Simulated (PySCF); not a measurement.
**input.py for Hg²⁺**

File input.py (PySCF 2.14):

```python
from pyscf import gto, dft

mol = gto.M(
    atom='Hg 0 0 0',
    basis='sbkjc',
    ecp={'Hg': 'sbkjc'},
    charge=2,
    spin=0,
    verbose=4,
)
mf = dft.RKS(mol, xc='revtpss')
mf.kernel()
mf.mulliken_pop()
mf.dip_moment()
print('orbital energies (hartree):', mf.mo_energy[..., max(0, mol.nelec[1]-3):mol.nelec[0]+3].round(4))
```

```bash
$ OMP_NUM_THREADS=1 python input.py
```

It prints (some set-up lines and the per-cycle HOMO/LUMO lines with their warnings removed):

```
PySCF version 2.14.0

[INPUT] verbose = 4
[INPUT] num. atoms = 1
[INPUT] num. electrons = 18
[INPUT] charge = 2
[INPUT] spin (= nelec alpha-beta = 2S) = 0
[INPUT] symmetry False subgroup None
[INPUT] Mole.unit = angstrom
[INPUT] Symbol           X                Y                Z      unit          X                Y                Z       unit  Magmom
[INPUT]  1 Hg     0.000000000000   0.000000000000   0.000000000000 AA    0.000000000000   0.000000000000   0.000000000000 Bohr   0.0

nuclear repulsion = 0
number of shells = 11
number of NR pGTOs = 57
number of NR cGTOs = 31
basis = sbkjc
ecp = {'Hg': 'sbkjc'}

******** <class 'pyscf.dft.rks.RKS'> ********
method = RKS
initial guess = minao
damping factor = 0
level_shift factor = 0
DIIS = <class 'pyscf.scf.diis.CDIIS'>
diis_start_cycle = 1
diis_space = 8
diis_damp = 0
SCF conv_tol = 1e-09
SCF conv_tol_grad = None
SCF max_cycles = 50
direct_scf = True
direct_scf_tol = 1e-13
XC library pyscf.dft.libxc version 7.0.0
    S. Lehtola, C. Steigemann, M. J.T. Oliveira, and M. A.L. Marques.,  SoftwareX 7, 1–5 (2018)
XC functionals = revtpss
    J. P. Perdew, A. Ruzsinszky, G. I. Csonka, L. A. Constantin, and J. Sun.,  Phys. Rev. Lett. 103, 026403 (2009)
    J. P. Perdew, A. Ruzsinszky, G. I. Csonka, L. A. Constantin, and J. Sun.,  Phys. Rev. Lett. 106, 179902 (2011)
    J. P. Perdew, A. Ruzsinszky, G. I. Csonka, L. A. Constantin, and J. Sun.,  Phys. Rev. Lett. 103, 026403 (2009)
    J. P. Perdew, A. Ruzsinszky, G. I. Csonka, L. A. Constantin, and J. Sun.,  Phys. Rev. Lett. 106, 179902 (2011)
radial grids:
    Treutler-Ahlrichs [JCP 102, 346 (1995); DOI:10.1063/1.469408] (M4) radial grids

becke partition: Becke, JCP 88, 2547 (1988); DOI:10.1063/1.454033
pruning grids: <function nwchem_prune>
grids dens level: 3
symmetrized grids: False
atomic radii adjust function: <function treutler_atomic_radii_adjust>
small_rho_cutoff = 0
Set gradient conv threshold to 3.16228e-05
Initial guess from minao.
tot grids = 23744
init E= -153.225386272675

cycle= 1 E= -132.920632886032  delta_E= 20.3  |g|= 6.33  |ddm|= 7.11
cycle= 2 E= -148.716095564379  delta_E= -15.8  |g|= 5.17  |ddm|= 7.73
cycle= 3 E= -152.023668654905  delta_E= -3.31  |g|= 1.74  |ddm|= 3.16
cycle= 4 E= -152.533136538397  delta_E= -0.509  |g|= 0.312  |ddm|= 1.26
cycle= 5 E= -152.546715943813  delta_E= -0.0136  |g|= 0.0316  |ddm|= 0.146
cycle= 6 E= -152.546858172186  delta_E= -0.000142  |g|= 0.000815  |ddm|= 0.0171
cycle= 7 E= -152.546858284158  delta_E= -1.12e-07  |g|= 9.11e-06  |ddm|= 0.000575
cycle= 8 E= -152.546858284204  delta_E= -4.59e-11  |g|= 2.53e-06  |ddm|= 2.93e-05
Extra cycle  E= -152.546858284204  delta_E=    0  |g|= 2.22e-06  |ddm|= 2.53e-06
converged SCF energy = -152.546858284204
 ** Mulliken pop  **
pop of  0 Hg 5s           2.01956
pop of  0 Hg 6s          -0.03346
pop of  0 Hg 7s           0.00657
pop of  0 Hg 8s           0.00733
pop of  0 Hg 5px          1.98618
pop of  0 Hg 5py          1.98618
pop of  0 Hg 5pz          1.98618
pop of  0 Hg 6px          0.00324
pop of  0 Hg 6py          0.00324
pop of  0 Hg 6pz          0.00324
pop of  0 Hg 7px          0.00039
pop of  0 Hg 7py          0.00039
[19 lines left out]
 ** Mulliken atomic charges  **
charge of    0Hg =      2.00000

WARN: System has nonzero charge 2; the dipole moment is origin-dependent.
Location of origin: [0. 0. 0.]

Dipole moment(X, Y, Z, Debye):  0.00000,  0.00000, -0.00000
orbital energies (hartree): [-1.0509 -1.0509 -1.0509 -0.8269 -0.5229 -0.5229]
```

In short: E(SCF) = -152.546858 Eh, 8 cycles.

Hardware: Arm Neoverse V1, 1 thread, shared host. Wall time 1.3 s, peak memory 0.14 GiB.
